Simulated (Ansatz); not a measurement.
`C[CH2][Ga]([OH])[OH]` + `O[SiH3]` → `[OH][Ga]([OH])[O][SiH3]` + `CC`  (ligand exchange at a Ga–C bond)

Gas-phase electronic energies from Ansatz, PBE0-D4/def2-TZVP geometries. CBS: MP2 limit from def2 TZ/QZ plus the TZ coupled-cluster correction, frozen cores. This one scheme is used for every species. Functionals use def2-TZVPP. For Ga outer-core shells are correlated without core-valence functions, which leaves a few kJ/mol of doubt a bond. Scalar relativity is left out up to krypton. Each species was taken in one conformer, which may not be the lowest.

```
                  species  PBE0 energy (Eh)
   `C[CH2][Ga]([OH])[OH]`       -2155.38375
                `O[SiH3]`        -366.98944
`[OH][Ga]([OH])[O][SiH3]`       -2442.65044
                     `CC`         -79.75207
```

Task: Work out ΔE.

Result: ΔE = (-2442.65044) + (-79.75207) − (-2155.38375) − (-366.98944) = -0.02932 Eh = -18.4 kcal/mol. CCSD(T)/CBS gives -18.6 kcal/mol.

Largest T1 diagnostic among the species: 0.014.

From PBE to PBE0 (25 % exact exchange), in def2-TZVPP and without D4, ΔE moves by −1.5 kcal/mol. In def2-TZVPP, CCSD(T) changes the Hartree–Fock value by +5.0 kcal/mol (the triples alone add +0.5 kcal/mol) and MP2 by +5.1 kcal/mol.
